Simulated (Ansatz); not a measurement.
Ge4H10ClF, closed shell: a nudged elastic band.

in.yaml

```yaml
crystal:
  periodic: [false, false, false]
  atoms:
    - {symbol: Ge, position_ang: [-0.805621, -0.178942, -0.132875]}
    - {symbol: Ge, position_ang: [-0.574776, 2.234218, 0.143955]}
    - {symbol: Ge, position_ang: [0.222066, -1.026427, -2.176780]}
    - {symbol: Ge, position_ang: [-0.351846, -1.436740, 1.907899]}
    - {symbol: F, position_ang: [-2.544179, -0.362464, -0.395426]}
    - {symbol: H, position_ang: [2.325479, 1.190815, 0.457069]}
    - {symbol: Cl, position_ang: [2.744873, -0.021442, 0.383323]}
    - {symbol: H, position_ang: [-1.392835, 2.727781, 1.346589]}
    - {symbol: H, position_ang: [-1.016842, 2.977927, -1.125205]}
    - {symbol: H, position_ang: [0.903699, 2.608406, 0.406777]}
    - {symbol: H, position_ang: [1.055371, -2.281022, -1.876451]}
    - {symbol: H, position_ang: [-0.898907, -1.375256, -3.167635]}
    - {symbol: H, position_ang: [1.132363, 0.045826, -2.795454]}
    - {symbol: H, position_ang: [0.567633, -2.629824, 1.608504]}
    - {symbol: H, position_ang: [-1.690179, -1.942823, 2.467226]}
    - {symbol: H, position_ang: [0.323699, -0.529934, 2.948484]}
basis:
  gaussian: {orbitals: def2-SVP}
hamiltonian: {xc: pbe0, dispersion: d4}
neb:
  images: 5
  climbing: true
  max_iterations: 30
  initial_path: idpp
  climb: true
  final_atoms:
    - {symbol: Ge, position_ang: [0.257109, -0.395678, -0.003095]}
    - {symbol: Ge, position_ang: [-0.983869, 1.701593, 0.033711]}
    - {symbol: Ge, position_ang: [0.210850, -1.446609, -2.193454]}
    - {symbol: Ge, position_ang: [-0.361474, -1.855028, 1.838648]}
    - {symbol: F, position_ang: [-2.638980, 1.197501, -0.249167]}
    - {symbol: H, position_ang: [1.998648, 3.170911, 0.599984]}
    - {symbol: Cl, position_ang: [2.342024, 0.173971, 0.350518]}
    - {symbol: H, position_ang: [-0.989724, 2.411772, 1.396881]}
    - {symbol: H, position_ang: [-0.637732, 2.664490, -1.113301]}
    - {symbol: H, position_ang: [1.670715, 3.842241, 0.620695]}
    - {symbol: H, position_ang: [1.144374, -2.664998, -2.181343]}
    - {symbol: H, position_ang: [-1.225677, -1.892862, -2.503051]}
    - {symbol: H, position_ang: [0.682458, -0.436087, -3.248080]}
    - {symbol: H, position_ang: [0.574457, -3.071602, 1.846327]}
    - {symbol: H, position_ang: [-1.813891, -2.315127, 1.645309]}
    - {symbol: H, position_ang: [-0.229287, -1.084388, 3.159424]}
```

Command:

```bash
ansatz run in.yaml --threads 4 --pin off --events-out ev --progress --plain --max-ram 41984MiB --backend cuda --devices 0, --max-vram 37GiB
```

The run's output (Ansatz 0.2.0):

```
Error: YAML parse error: error: line 28 column 3: unknown field `climb`, expected one of images, spring, climbing, order_check, relax_end_points, f_tol, exx_force_gate, max_iterations, max_displacement, density_extrapolation, optimiser, initial_path, freeze_fraction, magnetization_jump, magnetization_bend, levels_near_fermi, parallel_images, constraints, final_atoms
  --> <input>:28:3
   |
26 |   max_iterations: 30
27 |   initial_path: idpp
28 |   climb: true
   |   ^ unknown field `climb`, expected one of images, spring, climbing, order_check, relax_end_points, f_tol, exx_force_gate, max_iterations, max_displacement, density_extrapolation, optimiser, initial_path, freeze_fraction, magnetization_jump, magnetization_bend, levels_near_fermi, parallel_images, constraints, final_atoms
29 |   final_atoms:
30 |     - {symbol: Ge, position_ang: [0.257109, -0.395678, -0.003095]}
   |
```

Time: 0.05 s of wall clock on 4 CPU threads of an AMD EPYC 7R13 and a share of one NVIDIA H100; the host was shared. Peak host memory: 1 GiB.


The program refused the input. The block holds a key that the program does not know.